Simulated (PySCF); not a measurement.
KCl, SMILES [K][Cl].

Coordinates come from a PBE0-D3(BJ)/def2-TZVPD optimisation.

Two levels are set side by side: TDDFT-PBE/def2-TZVPD (PySCF) and TDDFT-CAM-B3LYP/def2-TZVPD (PySCF). Vertical, same geometry. The lowest singlet is HOMO→LUMO 100 % with PBE and HOMO−1→LUMO 91 % with the other functional; states are paired by order. Differences are taken from unrounded values.

| quantity | TDDFT-CAM-B3LYP |
|---|---|
| lowest singlet excitation (eV) | 4.19 |
| lowest triplet excitation (TDA) (eV) | 4.15 |
| first bright state (f over 0.05) (eV) | 4.47 |
| its oscillator strength | 0.07 |

Q: What does TDDFT-PBE give, and how far is it from TDDFT-CAM-B3LYP? (The exact figures need the calculation; the answer reports its results.)

A: 
```csv
quantity,TDDFT-PBE,TDDFT-PBE minus TDDFT-CAM-B3LYP
lowest singlet excitation (eV),2.95,-1.24
lowest triplet excitation (TDA) (eV),2.91,-1.24
first bright state (f over 0.05) (eV),3.27,-1.20
its oscillator strength,0.08,0.01
```

A lower first singlet is the usual sign of a functional without exact exchange. Differences between two approximate levels are no errors against the true value.

Rough cost on one machine, each run with all the roots and properties that it gave: TDDFT-CAM-B3LYP against TDDFT-PBE about 4 times.
